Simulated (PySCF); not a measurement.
C6H4F2, SMILES C(=C=CF)[C@H](C#C)F.

Coordinates come from a PBE-D3(BJ)/def2-SVP optimisation. The structure was generated by enumeration; whether it is a known compound was not checked. The values are those of a single conformer.

All values below come from PBE-D3(BJ)/def2-SVP (PySCF).

Harmonic, unscaled wavenumbers; measured fundamentals usually lie a few per cent lower.

| mode | ν (cm⁻¹) | IR (km/mol) | moving atoms (share of kinetic energy) |
|---|---|---|---|
| 1 | 41 | 0.3 | C 59 %, F 28 %, H 13 % |
| 2 | 81 | 0.3 | F 62 %, C 34 % |
| 3 | 145 | 0.1 | C 54 %, F 37 %, H 9 % |
| 4 | 186 | 4.2 | C 53 %, H 24 %, F 23 % |
| 5 | 212 | 3.3 | C 63 %, F 25 %, H 13 % |
| 6 | 295 | 1.6 | C 70 %, F 20 %, H 11 % |
| 7 | 341 | 4.6 | C 66 %, F 24 %, H 11 % |
| 8 | 485 | 0.7 | C 82 %, H 12 % |
| 9 | 532 | 17.5 | C 72 %, F 23 % |
| 10 | 600 | 17.1 | C 71 %, F 25 % |
| 11 | 642 | 41.9 | H 77 %, C 23 % |
| 12 | 687 | 19.7 | C 59 %, H 29 %, F 13 % |
| 13 | 697 | 25.9 | H 77 %, C 23 % |
| 14 | 757 | 4.3 | C 52 %, H 37 %, F 10 % |
| 15 | 836 | 22.4 | H 65 %, C 31 % |
| 16 | 875 | 10.5 | C 61 %, H 34 % |
| 17 | 970 | 52.2 | C 74 %, H 22 % |
| 18 | 1032 | 13.5 | C 51 %, H 35 %, F 13 % |
| 19 | 1097 | 147.4 | C 62 %, F 26 %, H 12 % |
| 20 | 1159 | 90.6 | H 54 %, C 27 %, F 18 % |
| 21 | 1228 | 22.2 | H 71 %, C 29 % |
| 22 | 1252 | 2.1 | H 75 %, C 23 % |
| 23 | 1286 | 8.7 | H 77 %, C 22 % |
| 24 | 1426 | 103.4 | C 76 %, H 21 % |
| 25 | 2039 | 57.5 | C 99 % |
| 26 | 2166 | 4.7 | C 91 %, H 9 % |
| 27 | 2920 | 13.5 | H 92 % |
| 28 | 3062 | 2.9 | H 92 %, C 8 % |
| 29 | 3103 | 4.0 | H 92 %, C 8 % |
| 30 | 3405 | 73.4 | H 86 %, C 14 % |
